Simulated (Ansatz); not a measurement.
Reaction (redistribution): `O[SiH2]SS` + `[OH][Ga]([F])[Cl]` → `F[SiH2]SS` + `[OH][Ga]([OH])[Cl]`

Program: Ansatz. Geometries: PBE0-D4/def2-TZVP. ΔE: electronic, gas phase. CCSD(T)/CBS is the MP2 limit (def2-TZVPP, def2-QZVPP) plus CCSD(T) − MP2 in def2-TZVPP, frozen cores. Functionals use def2-TZVPP. B3LYP here is the variant with VWN-RPA as its local correlation; programs differ in this. HSE06 is defined as in plane-wave codes. For Ga outer-core shells are correlated without core-valence functions, which leaves a few kJ/mol of doubt a bond. Scalar relativity is left out up to krypton. One conformer a species, not always the lowest.

| level | ΔE (kJ/mol) | difference from CCSD(T)/CBS |
| --- | --- | --- |
| PBE-D4 | -13.9 | 5.6 |
| revPBE-D4 | -12.0 | 7.5 |
| BLYP-D4 | -12.3 | 7.2 |
| r2SCAN-D4 | -13.7 | 5.8 |
| B97M-V | -12.3 | 7.2 |
| PBE0-D4 | -13.7 | 5.8 |
| B3LYP-D4 | -12.7 | 6.8 |
| r2SCANh-D4 | -13.8 | 5.7 |
| r2SCAN0-D4 | -13.8 | 5.7 |
| HSE06-D4 | -13.6 | 5.9 |
| BHLYP-D4 | -12.4 | 7.1 |
| CAM-B3LYP-D4 | -13.4 | 6.1 |
| ωB97X-V | -13.5 | 6.0 |
| ωB97M-V | -14.8 | 4.7 |
| B2PLYP | -15.2 | 4.3 |
| PBE-QIDH | -15.3 | 4.2 |
| PBE | -14.7 | 4.8 |
| revPBE | -14.0 | 5.5 |
| BLYP | -14.0 | 5.5 |
| r2SCAN | -14.0 | 5.5 |
| PBE0 | -14.5 | 5.0 |
| B3LYP | -14.0 | 5.5 |
| r2SCANh | -14.1 | 5.4 |
| r2SCAN0 | -14.1 | 5.4 |
| HSE06 | -14.3 | 5.2 |
| CAM-B3LYP | -14.2 | 5.3 |
| RPA@PBE/def2-TZVPP | -18.3 | 1.2 |
| MP2/def2-SVP | -5.9 | 13.6 |
| CCSD/def2-SVP | -5.2 | 14.3 |
| CCSD(T)/def2-SVP | -5.7 | 13.8 |
| MP2/def2-TZVPP | -17.8 | 1.7 |
| SCS-MP2/def2-TZVPP | -16.7 | 2.8 |
| CCSD/def2-TZVPP | -16.0 | 3.5 |
| CCSD(T)/def2-TZVPP | -16.4 | 3.1 |
| HF/def2-QZVPP | -8.9 | 10.6 |
| MP2/def2-QZVPP | -19.3 | 0.2 |
| SCS-MP2/def2-QZVPP | -17.8 | 1.7 |
| HF/CBS(def2) | -8.9 | 10.6 |
| MP2/CBS(def2) | -20.8 | -1.3 |
| CCSD/CBS(def2) | -19.0 | 0.5 |
| CCSD(T)/CBS | -19.5 | 0 |

Largest T1 diagnostic among the species: 0.014.

At CCSD(T), def2-SVP lies +13.8 kJ/mol from the extrapolated value and def2-TZVPP +3.1 kJ/mol. Leaving LDA and LC-ωPBE aside and taking each functional with its dispersion term where it has one, the values spread over 3.3 kJ/mol, from PBE-QIDH to revPBE-D4. In def2-TZVPP, CCSD(T) changes the Hartree–Fock value by −7.0 kJ/mol (the triples alone add −0.5 kJ/mol) and MP2 by −8.3 kJ/mol.
